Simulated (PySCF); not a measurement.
**O⁺ (oxygen, charge +1): UHF calculation**

Configuration: [He] 2s2 2p3, high-spin 4S determinant. All numbers are calculated (PySCF 2.14, no relativity, point nucleus, in cc-pVDZ (3s2p1d, 14 functions)).

```
Total energy                                     : -74.352468 hartree
One-electron energy                              : -98.3940 hartree
Hartree (Coulomb) energy                         : 31.9378 hartree
Exchange energy                                  : -7.8963 hartree
Kinetic energy                                   : 74.30107 hartree
⟨S²⟩                                             : 3.7543
⟨L²⟩                                             : 0.000
Sum of ⟨r⟩                                       : 5.854 bohr
Sum of ⟨r²⟩                                      : 7.532 bohr²
Density at the nucleus (Gaussians lack the cusp) : 299 bohr⁻³
Spin density at the nucleus                      : 0.464 bohr⁻³
Langevin diamagnetic susceptibility              : -5.97 ×10⁻⁶ cm³/mol
Time after the integrals                         : 0.03 s of wall time on 1 thread of Neoverse-V1 (shared host)
```

```
shell  electrons  mean orbital energy (eV)  rms radius, mean of both spins (bohr)
 1s α          1                   -582.93                                  0.230
 1s β          1                   -579.20                                  0.230
 2s α          1                   -56.437                                   1.21
 2s β          1                   -41.872                                   1.21
 2p α          3                   -36.197                                   1.23
```
